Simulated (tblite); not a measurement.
Record of a relaxation.

C₃H₁₁BO₂Si₂.
Atom-mapped SMILES: `[BH2:1][CH2:2][Si@:3]1([CH3:4])[CH2:5][O:6][SiH2:7][O:8]1` (hydrogens: H9, H10 on B1; H11, H12 on C2; H13, H14, H15 on C4; H16, H17 on C5; H18, H19 on Si7)

Computed with GFN2-xTB (tblite), gas phase: L-BFGS steps from a force-field or distance-geometry start until the largest atomic force falls under 0.01 eV/Å. 8 of its 180 geometries are shown.

Step 0: E = -678.3011 eV, largest atomic force 2.809 eV/Å
```
atom  x, y, z in Å  |  force x, y, z in eV/Å
B1     -2.596    1.028   -0.062   -0.735  -0.012   2.293
C2     -1.137    1.165    0.517   -0.290   1.047  -0.163
Si3     0.033   -0.145   -0.083   -0.140   0.625  -1.510
C4     -0.803   -1.635   -0.787    0.184  -1.809   0.296
C5      1.131   -0.668    1.337   -1.105  -0.832  -0.042
O6      1.982    0.412    1.463    1.808   1.064  -1.868
Si7     2.531    0.691   -0.133   -0.225   0.481   0.383
O8      1.158    0.577   -1.150    0.666  -0.695   2.483
H9     -3.278    2.000    0.062    0.220  -0.351  -0.789
H10    -3.135   -0.024    0.119    0.241   0.418  -0.676
H11    -0.749    2.140    0.182   -0.001  -0.119   0.393
H12    -1.118    1.177    1.631   -0.276   0.049  -0.814
H13    -1.452   -1.431   -1.638    0.335  -0.260   0.216
H14     0.014   -2.375   -1.023   -1.118   0.521  -0.231
H15    -1.404   -2.114    0.031    0.402   0.466  -0.921
H16     1.678   -1.556    1.002    0.007  -0.216   0.712
H17     0.550   -0.818    2.251    0.555  -0.247   0.185
H18     3.168    1.996   -0.200   -0.382  -0.150   0.102
H19     3.417   -0.412   -0.497   -0.145   0.022  -0.048
```

Step 26: E = -679.6407 eV, largest atomic force 0.156 eV/Å
```
atom  x, y, z in Å  |  force x, y, z in eV/Å
B1     -2.716    1.075    0.093    0.035  -0.045   0.000
C2     -1.223    1.202    0.518    0.039   0.054  -0.002
Si3     0.001   -0.185    0.025    0.006   0.048   0.068
C4     -0.772   -1.669   -0.849    0.003   0.005  -0.020
C5      1.168   -0.702    1.484   -0.032   0.045  -0.006
O6      2.428   -0.095    1.239    0.037   0.014  -0.058
Si7     2.674    0.626   -0.197   -0.028   0.023  -0.078
O8      1.205    0.411   -0.914   -0.010   0.115   0.042
H9     -3.315    1.999   -0.302    0.036  -0.029  -0.078
H10    -3.274    0.061    0.251   -0.039  -0.061   0.016
H11    -0.797    2.156    0.213    0.065   0.077   0.019
H12    -1.260    1.223    1.610    0.064  -0.059   0.035
H13    -1.339   -1.327   -1.705   -0.042  -0.017  -0.078
H14    -0.021   -2.368   -1.196    0.049  -0.075  -0.059
H15    -1.452   -2.202   -0.198   -0.058  -0.016   0.069
H16     1.320   -1.782    1.538    0.033  -0.061  -0.053
H17     0.840   -0.386    2.474   -0.038   0.107   0.071
H18     2.873    2.066   -0.058   -0.016  -0.146   0.054
H19     3.651   -0.094   -1.005   -0.105   0.022   0.059
```

Step 51: E = -679.7460 eV, largest atomic force 0.105 eV/Å
```
atom  x, y, z in Å  |  force x, y, z in eV/Å
B1     -2.604    0.969    0.050   -0.031  -0.083   0.001
C2     -1.241    1.249    0.720   -0.069  -0.062  -0.002
Si3    -0.054   -0.107    0.055   -0.063   0.050  -0.033
C4     -0.778   -1.603   -0.867    0.029   0.019   0.000
C5      1.132   -0.672    1.472    0.055   0.073  -0.039
O6      2.446   -0.346    1.046    0.097  -0.036   0.015
Si7     2.629    0.596   -0.263   -0.026  -0.016   0.017
O8      1.097    0.599   -0.868   -0.032   0.025   0.001
H9     -2.951    1.536   -0.911    0.030   0.027  -0.031
H10    -3.295    0.128    0.491    0.043   0.065  -0.022
H11    -0.802    2.222    0.503   -0.040  -0.088  -0.022
H12    -1.280    1.121    1.799    0.020   0.022   0.033
H13    -1.318   -1.297   -1.757   -0.011   0.050   0.035
H14     0.004   -2.291   -1.180    0.032  -0.014  -0.005
H15    -1.468   -2.153   -0.236   -0.029   0.035   0.013
H16     1.112   -1.740    1.704    0.020   0.022  -0.053
H17     0.951   -0.129    2.403   -0.008  -0.033   0.089
H18     2.938    1.969    0.115    0.005  -0.019  -0.039
H19     3.474   -0.042   -1.253   -0.020  -0.034   0.043
```

Step 77: E = -679.7731 eV, largest atomic force 0.025 eV/Å
```
atom  x, y, z in Å  |  force x, y, z in eV/Å
B1     -2.614    0.920    0.005   -0.006  -0.007  -0.017
C2     -1.298    1.224    0.752    0.003  -0.004  -0.005
Si3    -0.044   -0.074    0.109   -0.004  -0.002  -0.007
C4     -0.778   -1.547   -0.836   -0.002   0.001   0.004
C5      1.178   -0.665    1.489   -0.004   0.007  -0.004
O6      2.476   -0.256    1.092    0.001  -0.004  -0.004
Si7     2.642    0.592   -0.281    0.003   0.001  -0.005
O8      1.085    0.661   -0.815    0.005  -0.001   0.004
H9     -2.856    1.429   -1.020    0.010  -0.001   0.023
H10    -3.363    0.137    0.448    0.001  -0.005  -0.017
H11    -0.875    2.202    0.536   -0.006   0.010   0.019
H12    -1.372    1.109    1.831    0.005   0.002   0.003
H13    -1.311   -1.197   -1.715    0.004  -0.001   0.004
H14    -0.019   -2.252   -1.165    0.003   0.006   0.003
H15    -1.491   -2.082   -0.218   -0.004  -0.004   0.000
H16     1.199   -1.752    1.606   -0.008   0.006   0.003
H17     0.984   -0.234    2.475    0.002   0.001   0.001
H18     3.051    1.959   -0.007    0.002  -0.003  -0.005
H19     3.396   -0.164   -1.265   -0.005  -0.003   0.000
```

Step 102: E = -679.7770 eV, largest atomic force 0.033 eV/Å
```
atom  x, y, z in Å  |  force x, y, z in eV/Å
B1     -2.591    0.908   -0.034   -0.009   0.004   0.011
C2     -1.329    1.217    0.797    0.024  -0.023   0.000
Si3    -0.052   -0.048    0.134   -0.005   0.023  -0.003
C4     -0.767   -1.526   -0.819    0.006  -0.002   0.002
C5      1.181   -0.639    1.501    0.009   0.005  -0.002
O6      2.481   -0.287    1.056   -0.003   0.006   0.003
Si7     2.634    0.566   -0.317    0.008  -0.021   0.010
O8      1.063    0.704   -0.794   -0.005  -0.004   0.001
H9     -2.814    1.475   -1.030    0.003   0.017  -0.014
H10    -3.312    0.054    0.316   -0.017   0.010  -0.004
H11    -0.914    2.212    0.656   -0.010  -0.001  -0.006
H12    -1.446    1.040    1.863    0.002  -0.012   0.007
H13    -1.290   -1.179   -1.705   -0.002   0.001  -0.005
H14     0.002   -2.224   -1.139    0.012  -0.012  -0.004
H15    -1.484   -2.068   -0.212   -0.006  -0.010   0.008
H16     1.169   -1.721    1.654    0.003   0.014   0.002
H17     1.028   -0.169    2.477    0.002  -0.003  -0.007
H18     3.103    1.917   -0.062    0.000  -0.001   0.002
H19     3.329   -0.224   -1.318   -0.013   0.010  -0.003
```

Step 128: E = -679.7828 eV, largest atomic force 0.057 eV/Å
```
atom  x, y, z in Å  |  force x, y, z in eV/Å
B1     -2.595    0.984   -0.091    0.040   0.035   0.021
C2     -1.382    1.142    0.850    0.025   0.019   0.027
Si3    -0.059   -0.051    0.153   -0.017   0.023   0.008
C4     -0.721   -1.559   -0.792    0.004   0.000   0.021
C5      1.200   -0.592    1.517    0.014   0.009  -0.007
O6      2.493   -0.297    1.012    0.020   0.015   0.004
Si7     2.615    0.546   -0.369   -0.043   0.017  -0.007
O8      1.028    0.746   -0.771   -0.010  -0.026   0.003
H9     -2.731    1.693   -1.009   -0.016  -0.009  -0.030
H10    -3.368    0.126    0.101   -0.004  -0.006  -0.018
H11    -0.948    2.140    0.865   -0.018  -0.020   0.012
H12    -1.579    0.837    1.877    0.012  -0.006  -0.033
H13    -1.246   -1.241   -1.689    0.020  -0.010   0.008
H14     0.077   -2.235   -1.090   -0.008   0.007  -0.021
H15    -1.426   -2.121   -0.187   -0.010   0.003   0.005
H16     1.175   -1.660    1.742   -0.004  -0.007   0.002
H17     1.083   -0.052    2.461    0.000  -0.018   0.007
H18     3.155    1.878   -0.154   -0.026  -0.014   0.008
H19     3.219   -0.275   -1.403    0.020  -0.010  -0.010
```

Step 153: E = -679.8002 eV, largest atomic force 0.056 eV/Å
```
atom  x, y, z in Å  |  force x, y, z in eV/Å
B1     -2.429    1.264   -0.218   -0.025  -0.018   0.004
C2     -1.447    1.002    0.943   -0.027  -0.016   0.002
Si3    -0.106   -0.136    0.198   -0.016   0.004  -0.006
C4     -0.690   -1.722   -0.668   -0.020  -0.005   0.008
C5      1.242   -0.541    1.522    0.013   0.004  -0.012
O6      2.480   -0.102    0.985    0.003  -0.024  -0.026
Si7     2.486    0.608   -0.475   -0.009   0.015   0.008
O8      0.876    0.671   -0.824    0.000   0.002   0.021
H9     -2.333    2.216   -0.889   -0.007  -0.023   0.001
H10    -3.270    0.477   -0.433    0.020   0.031  -0.042
H11    -0.955    1.887    1.339   -0.003   0.010   0.008
H12    -1.884    0.447    1.771    0.017   0.009  -0.002
H13    -1.227   -1.480   -1.580   -0.012   0.014  -0.005
H14     0.153   -2.354   -0.940   -0.029  -0.005   0.012
H15    -1.359   -2.301   -0.040   -0.002  -0.009   0.013
H16     1.327   -1.611    1.724    0.031   0.003   0.011
H17     1.099   -0.036    2.482    0.018  -0.002  -0.016
H18     2.945    1.980   -0.394    0.005   0.011   0.018
H19     3.080   -0.261   -1.478    0.044  -0.002   0.002
```

Step 179: E = -679.8134 eV, largest atomic force 0.009 eV/Å
```
atom  x, y, z in Å  |  force x, y, z in eV/Å
B1     -2.280    1.383   -0.291    0.000   0.002  -0.001
C2     -1.473    0.916    0.940    0.001  -0.002  -0.003
Si3    -0.111   -0.212    0.213    0.003  -0.002   0.000
C4     -0.761   -1.814   -0.571    0.002   0.001   0.000
C5      1.295   -0.552    1.499   -0.002  -0.002   0.000
O6      2.498   -0.061    0.930    0.003  -0.001   0.004
Si7     2.433    0.696   -0.504   -0.005   0.003   0.001
O8      0.827    0.583   -0.861    0.000   0.000   0.002
H9     -2.060    2.413   -0.799   -0.001   0.005  -0.007
H10    -3.108    0.686   -0.736   -0.003  -0.005  -0.002
H11    -1.000    1.717    1.505    0.003   0.002   0.004
H12    -2.034    0.293    1.631    0.000  -0.001   0.005
H13    -1.332   -1.586   -1.465   -0.005  -0.001   0.001
H14     0.044   -2.486   -0.855    0.000  -0.001   0.000
H15    -1.417   -2.346    0.110    0.003   0.002   0.002
H16     1.439   -1.615    1.706    0.000  -0.004  -0.002
H17     1.154   -0.049    2.459   -0.003   0.001   0.000
H18     2.731    2.111   -0.376    0.002   0.001   0.001
H19     3.147   -0.068   -1.512    0.003   0.001  -0.005
```

Task: Summarise the path.

Result: The energy falls by 1.5124 eV from step 0 to step 179; nine tenths of that is first reached at step 31. It never rises by more than 0.2 meV. The largest force goes from 2.809 to 0.009 eV/Å. Among the bonds O6–Si7 changes most, from 1.711 to 1.623 Å; the atoms move by 0.807 Å rms after alignment.

Task: Follow the three bonds and two angles with the largest change from start to end.

Result: 
```csv
step,E above end (eV),largest force (eV/Å),O6–Si7 (Å),Si3–O8 (Å),Si3–C5 (Å),Si3–O8–Si7 (°),C5–O6–Si7 (°)
0,1.5124,2.809,1.711,1.710,1.870,100.7,103.9
8,0.4696,0.410,1.629,1.648,1.915,112.6,110.0
16,0.2744,0.569,1.623,1.639,1.918,117.5,115.1
23,0.1856,0.197,1.626,1.642,1.932,116.7,118.1
31,0.1501,0.161,1.624,1.634,1.938,116.5,118.1
39,0.1166,0.129,1.623,1.635,1.936,116.5,118.9
47,0.0817,0.127,1.622,1.636,1.936,116.5,117.7
54,0.0601,0.121,1.621,1.634,1.937,116.2,118.4
62,0.0488,0.074,1.622,1.633,1.932,116.7,118.6
70,0.0419,0.033,1.623,1.634,1.935,116.7,118.8
78,0.0403,0.022,1.623,1.634,1.936,116.8,118.8
86,0.0393,0.034,1.623,1.634,1.935,116.7,118.8
93,0.0378,0.041,1.623,1.634,1.934,116.7,118.9
101,0.0366,0.025,1.623,1.634,1.934,116.6,118.9
109,0.0350,0.043,1.622,1.633,1.934,116.7,118.6
117,0.0330,0.028,1.622,1.633,1.934,116.3,118.7
125,0.0314,0.033,1.623,1.634,1.933,116.4,118.6
132,0.0271,0.065,1.623,1.635,1.936,116.2,118.9
140,0.0231,0.052,1.623,1.633,1.936,116.1,118.6
148,0.0170,0.060,1.624,1.632,1.933,115.7,118.5
156,0.0101,0.145,1.623,1.632,1.936,116.5,118.8
163,0.0035,0.064,1.623,1.632,1.934,116.6,118.8
171,0.0003,0.024,1.623,1.633,1.934,116.7,118.8
179,0.0000,0.009,1.623,1.632,1.935,116.8,118.8
```

The cost below is that of the whole relaxation. The run took 5.8 s wall, 5.1 s CPU on one thread, Intel Xeon at 2.50 GHz (x86_64), shared host with 64 logical CPUs at a one-minute load of 63.
